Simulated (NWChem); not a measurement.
Correlation energy of C$_{2}$H$_{7}$Al

```xyz
10

Al     0.0000     0.0000    -0.5030
C      1.7273     0.0000     0.4228
H      2.3271    -0.8802     0.1312
H      1.6440     0.0000     1.5210
H      2.3271     0.8802     0.1312
C     -1.7273     0.0000     0.4228
H     -2.3271     0.8802     0.1312
H     -1.6440     0.0000     1.5210
H     -2.3271    -0.8802     0.1312
H      0.0000     0.0000    -2.1016
```
Charge 0, spin multiplicity 1.

Program: NWChem. The geometry was optimised at PBE0/def2-SVP, a minimum by its harmonic frequencies.

Basis set: 3-21G. Each correlation energy counts from its own Hartree-Fock reference.

The correlated methods keep 7 core orbitals frozen. The structure started from a generated list of species. No row is a measurement; the coupled-cluster row has its own basis-set and correlation limits.

Question: For the correlation energy, MP2 gives -219.2 mHa and SCS-MP2 gives -228.9 mHa. What do CR-CCSD[T], CR-CCSD(T), CCSD give?

Answer: CR-CCSD[T]: -262.4 mHa; CR-CCSD(T): -262.2 mHa; CCSD: -257.7 mHa.
